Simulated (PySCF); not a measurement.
1,1-difluoroethane (C₂H₄F₂), SMILES FC(C)F. Atoms are numbered in the order given.

```xyz
8

C     -1.3641     0.0873     0.0000
C      0.0706    -0.3506     0.0000
F      0.7071     0.1348    -1.0922
F      0.7071     0.1348     1.0922
H     -1.4052     1.1858     0.0000
H     -1.8769    -0.2914    -0.8946
H     -1.8769    -0.2914     0.8946
H      0.1928    -1.4491     0.0000
```

Coordinates come from a PBE0-D3(BJ)/def2-SVP optimisation.

The numbers are results of PBE/pcJ-1 (PySCF), not measurements.

Isotropic couplings with Fermi-contact, spin-dipole and both spin-orbit terms, one fixed conformer, no vibrational averaging. Isotopes: 13C, 19F, 1H.

Computed spin–spin coupling constants:
```tsv
pair	bonds apart	J (Hz)
C1–C2	1	42.2
C1–H5	1	123.7
C1–H6	1	122.7
C1–H7	1	122.7
C2–F3	1	-328.2
C2–F4	1	-328.2
C2–H8	1	169.2
C1–F3	2	19.9
C1–F4	2	19.9
C1–H8	2	8.6
C2–H5	2	-8.0
C2–H6	2	-0.8
C2–H7	2	-0.8
F3–F4	2	207.7
F3–H8	2	59.8
F4–H8	2	59.8
H5–H6	2	-12.5
H5–H7	2	-12.5
H6–H7	2	-12.8
F3–H5	3	12.4
F3–H6	3	1.3
F3–H7	3	42.6
F4–H5	3	12.4
F4–H6	3	42.6
F4–H7	3	1.3
H5–H8	3	10.7
H6–H8	3	1.6
H7–H8	3	1.6
```
